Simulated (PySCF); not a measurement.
Compound: C6H10N2Si.
Structure used (GFN2-xTB), in Å, numbered top down from 1:
```xyz
19
C6H10N2Si angstrom
C      3.299    0.044    1.342
C      2.585    0.228    0.400
C      1.729    0.454   -0.754
C      1.002    1.688   -0.553
N      0.415    2.657   -0.398
C      0.761   -0.718   -0.989
Si    -0.514   -1.001    0.400
N     -1.785    0.112    0.115
C     -2.994    0.124    0.905
H      3.924   -0.129    2.167
H      2.372    0.592   -1.638
H      1.362   -1.620   -1.102
H      0.249   -0.555   -1.938
H     -1.095   -2.337    0.244
H      0.180   -0.923    1.696
H     -1.550    1.043   -0.202
H     -2.882    0.691    1.835
H     -3.812    0.560    0.330
H     -3.255   -0.900    1.162
```

Computed at PBE0/pcSseg-1 (PySCF, non-relativistic), with Q(14N) = 0.02044 b: N5, 14N (I = 1): χzz = -4.601 MHz, η = 0.005; N8, 14N (I = 1): χzz = -4.926 MHz, η = 0.352.

Q: Where would the pure quadrupole (NQR) lines of 14N at N5 fall for the rigid, isolated species?

A: From ν± = (3/4)|χ|(1 ± η/3) and ν0 = |χ|η/2: ν+ 3.457 MHz, ν− 3.445 MHz, ν0 0.012 MHz (nitrile nitrogen).

Q: Find the zero-field quadrupole resonance frequencies of 14N at N8.

A: From ν± = (3/4)|χ|(1 ± η/3) and ν0 = |χ|η/2: ν+ 4.128 MHz, ν− 3.261 MHz, ν0 0.867 MHz (silicon-bound nitrogen).

In a crystal, neighbours and librations shift these lines. GFN2-xTB bond lengths can be off by several hundredths of an ångström, more for odd bonds, and the gradients follow them. A larger basis could move these couplings by a tenth or more.

One conformer stands for the species.
